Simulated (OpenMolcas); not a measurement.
## Ionisation energies of vanadium

```
Program             : OpenMolcas
Basis               : ANO-RCC-VTZP [6s5p3d2f1g]
Scalar Hamiltonian  : DKH2, point nucleus
Spin-orbit coupling : state interaction with AMFI integrals over the reference wave functions, term energies averaged over their components
```

Active shells in each charge state: the valence d shell, with orbitals averaged over the low states. Where CASPT2's correlated closed shells are named, they are those of the first ion.

A. CASSCF
B. SS-CASPT2, IPEA 0.25 Eh, imaginary shift 0.1 Eh (closed shells correlated: 3s 3p)
C. SS-CASPT2, IPEA 0.25 Eh, imaginary shift 0.1 Eh (closed shells correlated: 2s 2p 3s 3p)
D. SS-CASPT2, IPEA 0.25 Eh, imaginary shift 0.1 Eh (closed shells correlated: none)
E. SS-CASPT2, IPEA 0 Eh, imaginary shift 0.1 Eh (closed shells correlated: 3s 3p)

Energies in eV between the lowest computed levels, named as in B; reference values from the NIST Atomic Spectra Database with their kind.

```
          From             To       A       B       C       D       E  Spin-orbit share in B          Reference
V2+ 3d3 4F 3/2    V3+ 3d2 3F2  28.282  29.302  29.314  28.712  29.385                 -0.009  29.311 (measured)
   V3+ 3d2 3F2  V4+ 3d 2D 3/2  45.884  46.673  46.687  46.039  46.741                 +0.009  46.709 (measured)
 V4+ 3d 2D 3/2    V5+ 3p6 1S0  64.263  64.951  64.954  64.263  65.009                 +0.046  65.282 (measured)
```

Error against the reference values, in %:

```json
{"From": "V2+", "Reference": "measured", "A": "-3.5", "B": "0", "C": "0", "D": "-2.0", "E": "+0.3"}
{"From": "V3+", "Reference": "measured", "A": "-1.8", "B": "-0.1", "C": "0", "D": "-1.4", "E": "+0.1"}
{"From": "V4+", "Reference": "measured", "A": "-1.6", "B": "-0.5", "C": "-0.5", "D": "-1.6", "E": "-0.4"}
```

Mean absolute error over the 3 measured values: A 0.96 eV, B 0.13 eV, C 0.12 eV, D 0.76 eV, E 0.13 eV.

The lowest level within the active space need not be the ion's true ground level.
